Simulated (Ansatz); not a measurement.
Two spin states of Li₂-, each at its own minimum; 2S+1 = 2, 4 were tried, and our sources give no spin for the ground state.

| level | energy of the multiplicity-4 state above the multiplicity-2 state (kcal/mol) |
|---|---|
| PBE/def2-TZVPP | 29.60 |
| PBE0/def2-TZVPP | 28.97 |
| wB97X-V/def2-TZVPP | 28.66 |
| CCSD/def2-TZVPP | 31.85 |
| CCSD(T)/def2-TZVPP | 32.36 |

The rows run from 28.66 (wB97X-V/def2-TZVPP) to 32.36 kcal/mol (CCSD(T)/def2-TZVPP). The 3 functionals in def2-TZVPP without D3 or D4 span 0.94, from wB97X-V to PBE.

Each state is the lowest solution found for its spin in def2 and cc sets.

Correlated levels freeze the inner cores; with def2 sets outer-core shells near the valence are correlated too.

Doubts at one or more of the structures used: a spin-contaminated determinant (CCSD/def2-TZVPP, CCSD(T)/def2-TZVPP); T1 above 0.05 (CCSD/def2-TZVPP, CCSD(T)/def2-TZVPP).

The values were computed with Ansatz (Gaussian basis) for Hartree–Fock, density functionals and correlated methods. Values without a source in brackets are computed.

Ansatz is an electronic-structure program.
